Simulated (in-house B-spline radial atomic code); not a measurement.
Atomic self-consistent-field run: neutral nickel. Computed with a B-spline radial code for spherical atoms: Dirac-Kohn-Sham BLYP, spherical fractional occupations, Fermi nucleus of rms radius 3.7757 fm.

Command:
```bash
python run_scf.py task.json out
```
Settings (nuclear radius in fm, mass in u):
```
Z                28
configuration    [Ar] 3d8 4s2
hamiltonian      dirac
method           b88,lyp
spin_polarised   False
nucleus          fermi
rms_radius       3.7757
atomic_mass      57.93534
speed_of_light   137.035999084
```

Output (hartree, bohr):
```
 radial grid: 78 intervals, B-splines of order 8, outer radius 50 bohr

 iter        energy (Eh)    residual
    1       -1519.589013    3.52e-01
    2       -1518.366513    2.96e-01
    3       -1520.134972    1.33e-01
    4       -1520.563215    9.40e-02
    5       -1488.351347    5.25e-01
    6       -1520.570988    7.22e-02
    7       -1520.839185    3.05e-02
    8       -1520.922936    2.38e-03
    9       -1520.923086    6.36e-04
   10       -1520.923105    1.01e-04
   11       -1520.923105    2.61e-06
   12       -1520.923105    9.29e-08

 total energy                     -1520.92311
 kinetic                            1545.5955
 electron-nucleus                  -3653.6800
 Hartree                             650.7883
 exchange-correlation                -63.6270

 first-order corrections (not in the total)
   Gaunt                             0.6629
   retardation                      -0.0598
   frequency dependence             -0.0018
   self-energy                       0.4416
   Uehling                          -0.0390
   Wichmann-Kroll                    0.0003
   recoil                            0.0109

 orbital      occ     eigenvalue          <r>       <r^2>       <1/r>     <1/r^3>       r_max    small
 1s1/2      2.000      -301.8085    0.0540856  0.00393478     28.0941           -     0.03539  1.02e-02
 2s1/2      2.000       -36.0740     0.244764   0.0707684     6.09666           -      0.2046  1.91e-03
 2p1/2      2.000       -31.4746     0.213075   0.0558341     6.05036           -      0.1629  1.89e-03
 2p3/2      4.000       -30.8314     0.216303   0.0574051     5.92475     607.302      0.1656  1.86e-03
 3s1/2      2.000        -4.0698     0.739951    0.632979     1.92488           -      0.6391  4.21e-04
 3p1/2      2.000        -2.6703     0.771645    0.703887     1.79403           -      0.6412  3.77e-04
 3p3/2      4.000        -2.5888     0.781847    0.722651     1.76411     77.5669      0.6489  3.69e-04
 3d3/2      3.200        -0.3279      1.00756     1.37892     1.36564     7.08162      0.6267  2.40e-04
 3d5/2      4.800        -0.3191      1.01547     1.40285     1.35647     6.98722      0.6295  2.38e-04
 4s1/2      2.000        -0.2058      2.80653     9.24108    0.466125           -       2.223  3.43e-05

 Slater integrals (Eh)
   F0(3d3/2,3d3/2)               0.938873
   F2(3d3/2,3d3/2)               0.422158
   F0(3d3/2,3d5/2)               0.935478
   F2(3d3/2,3d5/2)               0.420486
   G2(3d3/2,3d5/2)               0.420099
   G4(3d3/2,3d5/2)               0.259181
   F0(3d3/2,4s1/2)               0.415570
   G2(3d3/2,4s1/2)               0.048170
   F0(3d5/2,3d5/2)               0.932110
   F2(3d5/2,3d5/2)               0.418840
   F4(3d5/2,3d5/2)               0.258366
   F0(3d5/2,4s1/2)               0.415219
   G2(3d5/2,4s1/2)               0.048917
   F0(4s1/2,4s1/2)               0.323107
```

Run time, properties included: 2.4 s on 1 thread of Arm Neoverse V2, with other jobs on the host.

For the Dirac Hamiltonian the kinetic term is c α·p + (β - 1)c².
